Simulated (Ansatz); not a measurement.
Relaxation of BClH₄OS (8 atoms, charge 0, multiplicity 1), to a largest force component of 0.03 eV/Å in at most 50 steps.

The calculation used Ansatz, RKS B3LYP-D4/6-31G*.

```xyz
8
Properties=species:S:1:pos:R:3:forces:R:3
B 0.243 0.606 -0.221 0.06 0.67 0.42
O -0.125 -0.395 2.155 0.07 0.72 0.01
H -1.080 -0.569 2.157 -0.01 -0.01 0.00
Cl 1.642 -0.333 -0.720 -0.01 0.01 0.00
H -0.851 0.254 -0.510 0.00 -0.01 0.01
S 0.397 2.321 0.494 -0.05 -0.65 -0.37
H 1.742 2.357 0.609 0.00 0.00 0.00
H -0.061 0.568 2.363 -0.06 -0.73 -0.07
```

Q: Where does it end, and by what steps?

A: It converged. The force dipped under the threshold on the way, but the program's further checks kept it going. After 25 steps the energy has fallen by 0.165 eV; H3 moved furthest, 0.66 Å. Joined: B1–O2 (2.60 → 1.75 Å).

| step | energy less start (eV) | largest force component (eV/Å) | accepted |
| --- | --- | --- | --- |
| 0 | 0.0000 | 0.730 | yes |
| 1 | 0.0405 | 1.999 | no |
| 2 | -0.0264 | 0.926 | yes |
| 3 | -0.0506 | 0.637 | yes |
| 4 | -0.0774 | 0.518 | yes |
| 5 | -0.1112 | 0.404 | yes |
| 6 | -0.1392 | 0.340 | yes |
| 7 | -0.1518 | 0.210 | yes |
| 8 | -0.1559 | 0.112 | yes |
| 9 | -0.1562 | 0.086 | yes |
| 10 | -0.1576 | 0.041 | yes |
| 11 | -0.1585 | 0.026 | yes |
| 12 | -0.1564 | 0.401 | no |
| 13 | -0.1599 | 0.022 | yes |
| 14 | -0.1594 | 0.312 | no |
| 15 | -0.1610 | 0.047 | yes |
| 16 | -0.1617 | 0.123 | yes |
| 17 | -0.1621 | 0.156 | yes |
| 18 | -0.1628 | 0.146 | yes |
| 19 | -0.1627 | 0.082 | no |
| 20 | -0.1636 | 0.037 | yes |
| 21 | -0.1642 | 0.014 | yes |
| 22 | -0.1624 | 0.304 | no |
| 23 | -0.1643 | 0.031 | yes |
| 24 | -0.1644 | 0.089 | yes |
| 25 | -0.1646 | 0.011 | yes |

```xyz
8
Properties=species:S:1:pos:R:3
B 0.135 0.546 0.155
O 0.013 -0.056 1.791
H -0.570 -0.838 1.827
Cl 1.435 -0.514 -0.549
H -0.963 0.353 -0.276
S 0.472 2.370 0.410
H 1.795 2.283 0.672
H -0.411 0.665 2.297
```

Whether the end is a true minimum wasn't checked by a vibrational analysis.

The run took 94 s on 1 thread of Arm Neoverse V1, with other jobs on the host, peak memory 0.14 GiB.
